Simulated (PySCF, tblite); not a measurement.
Isomers of C6H10ClSi (doublet state). Computed with GFN2-xTB (tblite): harmonic, unscaled wavenumbers at the GFN2-xTB geometry, gas phase. Errors from tens to a few hundred cm⁻¹ against measured bands are possible. Modes of hydrogen on silicon can be 10 to 20 % off. One conformer each. Open shells enter through the occupations alone, without spin polarisation, and single modes of such species can be off by tens of per cent.

Electronic energies: B3LYP/pcH-1 single points on the GFN2-xTB geometries (PySCF, gas phase).

```csv
SMILES,"electronic energy, lowest = 0 (kJ/mol)"
CC[Si]1CC/C1=C/Cl,21.2
C=C(Cl)/C=[C]\CC[SiH3],159.7
C=C(Cl)/C=C/[CH]C[SiH3],0.0
C[C]=C=C[C@H](Cl)[SiH2]C,49.8
```

Question: How do GFN2-xTB zero-point energies change the relative energies?

Answer: 
```tsv
SMILES	ZPE (kJ/mol)	of it from modes above 1550 cm⁻¹	electronic (kJ/mol)	with ZPE, lowest = 0 (kJ/mol)	lowest mode (cm⁻¹)	rings
C=C(Cl)/C=C/[CH]C[SiH3]	342.7	178.6	0.0	0.0	36	0
CC[Si]1CC/C1=C/Cl	372.8	189.6	21.2	51.3	27	1
C[C]=C=C[C@H](Cl)[SiH2]C	343.8	184.5	49.8	50.9	15	0
C=C(Cl)/C=[C]\CC[SiH3]	342.2	186.5	159.7	159.1	21	0
```

The zero-point energies span 30.6 kJ/mol, from `C=C(Cl)/C=[C]\CC[SiH3]` to `CC[Si]1CC/C1=C/Cl`. The lowest isomer stays, but the order above it changes.

Question: And how do the electronic energies of GFN2-xTB itself compare?

Answer: `C=C(Cl)/C=C/[CH]C[SiH3]` 0.0; `CC[Si]1CC/C1=C/Cl` 60.2; `C[C]=C=C[C@H](Cl)[SiH2]C` 93.0; `C=C(Cl)/C=[C]\CC[SiH3]` 141.6 kJ/mol, lowest = 0. Against the energies above, taken from the same isomer `C=C(Cl)/C=C/[CH]C[SiH3]`, the largest difference is 43.2 kJ/mol.
